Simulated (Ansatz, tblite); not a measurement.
Removing an electron: TcO3F. Total charge 0; singlet. Geometry: r2SCAN-D4/def2-SVP. Ansatz, gas phase; energy differences of separate SCF runs; the oxidised species was run as a doublet alone.

| atom | x (Å) | y (Å) | z (Å) |
| --- | --- | --- | --- |
| Tc1 | 0.0041 | 0.0169 | 0.0183 |
| O2 | 0.4025 | -0.7691 | 1.4399 |
| O3 | 1.2620 | 1.0289 | -0.4190 |
| O4 | -1.3740 | 0.9318 | 0.2661 |
| F5 | -0.2947 | -1.2086 | -1.3053 |

In the def2 sets Tc takes a core potential; there is no spin–orbit coupling. The xTB rows come from tblite.

Problem. Estimate orbital energies and vertical ionisation energies at: GFN1-xTB; GFN2-xTB; PBE-D4/def2-TZVP; r2SCAN-D4/def2-TZVP; PBE0-D4/def2-TZVP.

Solution. 
```csv
level,−HOMO (eV),vertical IE (eV),−LUMO (eV),HOMO–LUMO gap (eV),remarks
GFN1-xTB,16.97,20.95,13.63,3.35,–
GFN2-xTB,14.55,18.24,11.04,3.51,–
PBE-D4/def2-TZVP,8.64,12.20,4.74,3.90,–
r2SCAN-D4/def2-TZVP,9.06,12.37,4.85,4.22,restricted SCF unstable in HF (singlet)
PBE0-D4/def2-TZVP,10.34,12.51,4.18,6.15,"restricted SCF unstable in HF (singlet), spin-contaminated (⟨S²⟩ 0.85) (+1 doublet)"
```

  Raw xTB energy differences between charge states are shifted by several eV; the methods need an empirical correction for them.
